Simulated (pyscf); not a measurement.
## HBe–CH₃, singlet

Gas-phase minimum from PySCF at ωB97X-D3(BJ)/def2-SVP, one conformer. 

```
C
H 1 1.1058
H 1 1.1058 2 106.59
H 1 1.1058 2 106.58 3 -113.54
Be 1 1.6854 2 112.24 4 -123.23
H 5 1.3385 3 154.04 1 179.99
```
Charge 0, spin multiplicity 1.

Properties at ωB97X-D3(BJ)/def2-SVP:

Harmonic wavenumbers, unscaled: 452, 452, 749, 749, 859, 1246, 1431, 1431, 2167, 3039, 3129, 3129 cm⁻¹
Zero-point energy: 26.9 kcal/mol
Rotational symmetry number: 3
Entropy of this conformer at 298 K and 1 atm, rigid rotor and harmonic oscillator, modes under 100 cm⁻¹ raised to 100: 229.7 J/(mol K)
Dipole moment: 0.58 D

Single-point totals, which compare only within one level (frozen core for MP2 and CC):

| level | total energy (hartree) |
|---|---|
| ωB97X-D3(BJ)/def2-TZVP | -55.30266 |
| PBE/def2-TZVP | -55.15460 |
| r²SCAN/def2-TZVP | -55.21375 |
| B3LYP-D3(BJ)/def2-TZVP | -55.27612 |
| PBE0-D3(BJ)/def2-TZVP | -55.17408 |
| M06-2X/def2-TZVP | -55.22691 |
| ωB97M-D3(BJ)/def2-TZVP | -55.27472 |
| HF/def2-TZVPP | -54.83675 |
| MP2/def2-TZVPP | -55.09805 |
| CCSD/def2-TZVPP | -55.12722 |
| CCSD(T)/def2-TZVPP | -55.13532 |

The CCSD(T) − MP2 part came from Ansatz, without density fitting, on the same reference.
